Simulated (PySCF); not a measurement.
# Identify the compound

An unknown has the formula C6H7N3O. Its calculated NMR data are:

1H NMR (400 MHz, computed): δ 10.80 (s, 1H), 3.23 (s, 3H), 3.04 (s, 3H).

13C{1H} NMR (computed): δ 203.2 (CH), 172.0 (C), 167.7 (C), 155.6 (C), 27.7 (CH3), 27.2 (CH3).

A single conformation, averaged over atoms made equivalent by symmetry, fast rotation or ring inversion, isolated molecule, no relativistic terms. GFN2-xTB structure; NMR shieldings at PBE0/pcSseg-1/GIAO; PySCF 2.14.

Shifts are taken against calculated references (same method and geometry level): 1H (σref 31.72), 13C (σref 186.93) vs TMS.

Choose the structure that fits.
A. Cc1nnc(C=O)c(C)n1
B. CC(=O)c1ncc(C)nn1
C. C=Cc1cnnc(OC)n1
D. CC(=O)c1nncnc1C

Results:

A. 

- The formula gives 5 degrees of unsaturation (1 ring in the answer).
- 6 carbon signals for 6 carbons: no two carbons are equivalent.
- Carbon types of the structure: 3 × C, 1 × CH, 2 × CH3, which accounts for all hydrogens.
- δC 203.2: aldehyde carbonyl carbon; low-lying n→π* states of the double bond to the heteroatom give a large paramagnetic term (-260 ppm).
- δC 172.0, 167.7, 155.6: substituted aromatic carbon next to a ring nitrogen.
- δC 27.7, 27.2: methyl carbon on an aromatic ring; saturated and bonded to C and H only.
- δH 10.80: hydrogen on an aldehyde carbonyl carbon; the formyl region, downfield of aromatic protons.
- δH 3.23, 3.04: hydrogen on a methyl carbon on an aromatic ring; benzylic-type position, deshielded by the ring.

The others: C=Cc1cnnc(OC)n1 would give 5 signals for carbon-bound and other non-exchanging H, not 3; CC(=O)c1ncc(C)nn1 has carbons computed at 201.4, 164.5, 161.9, 154.6, 31.8, 22.7; CC(=O)c1nncnc1C has carbons computed at 208.1, 167.4, 162.8, 156.9, 31.6, 28.4.

Shifts are as computed. Against solution values, carbons near 30 ppm lie about +3 ppm off and those near 130 ppm about +5 ppm. Of 1211 compounds with measured shifts, 218 miss one by over three times the rms of a fit or turn the order of signals round; such compounds aren't used in these exercises. Multiplicities follow the n + 1 count of equivalent neighbours, as no J values were calculated; m marks all less simple cases, F and P coupling included.
